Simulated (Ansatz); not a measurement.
Reaction (redistribution): `O[SiH2]N[Si](O)(Cl)Cl` + `[OH][GeH2][SiH](O)Cl` → `O[SiH](Cl)[Si](O)(Cl)Cl` + `O[SiH2][NH][GeH2][OH]`

Calculated with Ansatz (gas phase, PBE0-D4/def2-TZVP geometries, no zero-point term in ΔE). CBS: MP2 limit from def2 TZ/QZ plus the TZ coupled-cluster correction, frozen cores. DFT in def2-TZVPP. B3LYP here is the variant with VWN-RPA as its local correlation; programs differ in this. For Ge outer-core shells are correlated without core-valence functions, which leaves a few kJ/mol of doubt a bond. Scalar relativity is left out up to krypton. One conformer a species, not always the lowest.

Task: Is it downhill or uphill in electronic energy at CCSD(T)/CBS, and by how much? (Best estimate.)

Result: The calculation gave: Uphill: ΔE = +0.70 eV.

Task: What do these levels give: PBE0, B3LYP, MP2/def2-TZVPP, CCSD/def2-TZVPP, SCS-MP2/def2-QZVPP, HF/CBS(def2)? (Estimate.)

Result: The calculation gave: PBE0 0.70, B3LYP 0.72, MP2/def2-TZVPP 0.69, CCSD/def2-TZVPP 0.70, SCS-MP2/def2-QZVPP 0.67, HF/CBS(def2) 0.70 eV.

Largest T1 diagnostic among the species: 0.012.

From PBE to PBE0 (25 % exact exchange), in def2-TZVPP and without D4, ΔE moves by +0.04 eV.
